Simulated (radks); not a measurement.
Valence configurations of Sm (all share [Xe]). Method: Dirac Kohn-Sham, BLYP, spin-unpolarised, spherical densities, point nucleus; open shells fill j = l - 1/2 first; computed with a radial shooting solver on a logarithmic mesh with Libxc functionals. Energies are relative to 4f6 6s2; eigenvalues in eV.

\begin{tabular}{lrrrrrr}
valence & E (eV) & e(4f5/2) & e(4f7/2) & e(5d3/2) & e(6p1/2) & e(6s1/2) \\ \hline
4f6 6s2 & 0.000 & -2.333 & - & - & - & -3.444 \\
4f5.5 6s2 6p0.5 & 1.434 & -6.366 & - & - & -1.667 & -4.255 \\
4f6 5d1 6s1 & 1.947 & -1.298 & - & -1.065 & - & -3.120 \\
4f5 5d1 6s2 & 2.814 & -7.792 & - & -2.674 & - & -3.827 \\
4f5 6s2 6p1 & 4.784 & -10.891 & - & - & -2.116 & -5.032 \\
4f6 6p2 & 4.842 & -4.504 & - & - & -2.098 & - \\
4f4.5 5d1.5 6s2 & 6.009 & -10.883 & - & -3.188 & - & -3.968 \\
4f8 & 7.578 & -0.669 & -0.233 & - & - & - \\
\end{tabular}

NIST lists [Xe] 4f6 6s2 as the ground configuration; this level of theory agrees among the configurations tried. The energies are those of spherical spin-averaged densities, not of single terms. No valid solution was reached for [Xe] 4f7 6s1; [Xe] 4f7 5d1.
